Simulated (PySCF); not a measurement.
The multiplicity is imposed and other spin states were not computed.

```xyz
15

Zn     0.0051     0.6860     0.1588
O     -1.6956     1.1141    -0.1650
C     -2.4655     0.5412    -1.1931
H     -3.4854     0.9935    -1.1765
H     -2.6083    -0.5652    -1.0904
H     -2.0567     0.7204    -2.2207
N      1.7158     0.4922     0.7511
C      2.8195     1.0778     0.0156
C      2.1015    -0.6697     1.5273
H      3.6376     1.3947     0.7115
H      3.2948     0.3840    -0.7293
H      2.4984     1.9863    -0.5374
H      2.5170    -1.5145     0.9142
H      2.8956    -0.4055     2.2713
H      1.2418    -1.0723     2.1044
```

Charge 0, multiplicity 1.

Problem. Give the Mulliken and meta-Löwdin atomic charges from PySCF with TPSSh-D3(BJ)/def2-TZVP // BP86-D3(BJ)/def2-SVP.

Solution. 
```tsv
atom	Mulliken (e)	meta-Löwdin (e)
Zn1	0.37	1.19
O2	-0.46	-0.84
C3	-0.14	-0.08
H4	0.11	0.10
H5	0.10	0.08
H6	0.10	0.08
N7	-0.22	-0.65
C8	-0.25	-0.20
C9	-0.25	-0.20
H10	0.11	0.09
H11	0.10	0.08
H12	0.12	0.10
H13	0.10	0.08
H14	0.11	0.09
H15	0.12	0.10
```
